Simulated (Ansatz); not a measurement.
Reaction (atomization): `C[CH]([SiH3])[InH2]` → 2 C• + 9 H• + In• + Si•

Program: Ansatz. Geometries: PBE0-D4/def2-TZVP. ΔE: electronic, gas phase. CBS: MP2 limit from def2 TZ/QZ plus the TZ coupled-cluster correction, frozen cores. This one scheme is used for every species, atoms too. For atomizations the MP2-based limit and the directly extrapolated one differ by several kJ/mol either way, and by 10 to 25 for some Ge, Se and Sn compounds, so smaller differences from it don't rank the levels. Functionals use def2-TZVPP. HSE06 is defined as in plane-wave codes. Open shells (•) are unrestricted, without spin–orbit coupling. Spin–orbit coupling would lower the free atoms: a little for C, Si; strongly for In. def2 core potentials past Kr. For In outer-core shells are correlated without core-valence functions, so the limit isn't a true one: a few kJ/mol of doubt a bond, and 10 to 20 or more in all where bonds break to atoms.

Problem. What is ΔE at CCSD(T)/CBS? (Estimate.)

Solution. Computed: +4103.4 kJ/mol.

Problem. What do these levels give: BLYP-D4, BHLYP-D4, r2SCAN, HSE06, HF/def2-SVP, CCSD(T)/def2-TZVPP? (Estimate.)

Solution. The calculation gave: BLYP-D4 4029.8, BHLYP-D4 4024.9, r2SCAN 4082.6, HSE06 4050.1, HF/def2-SVP 3092.3, CCSD(T)/def2-TZVPP 4015.1 kJ/mol.

Largest T1 diagnostic among the species: 0.015.

From PBE to PBE0 (25 % exact exchange), in def2-TZVPP and without D4, ΔE moves by −11.3 kJ/mol: exact exchange takes away binding that semilocal exchange gives to molecules. Leaving LDA and LC-ωPBE aside and taking each functional with its dispersion term where it has one, the values, not all of them listed here, spread over 98.8 kJ/mol, from revPBE-D4 to ωB97X-V. LDA lies +514.1 kJ/mol from PBE without D4, its usual overbinding. The D4 term adds +46.3 kJ/mol with B3LYP and +24.4 kJ/mol with PBE0; it sums over pairs of atoms, weighted by their polarisabilities, and B3LYP, whose exchange is more repulsive, gets the larger term.

B3LYP here is the variant with VWN-RPA as its local correlation; programs differ in this.
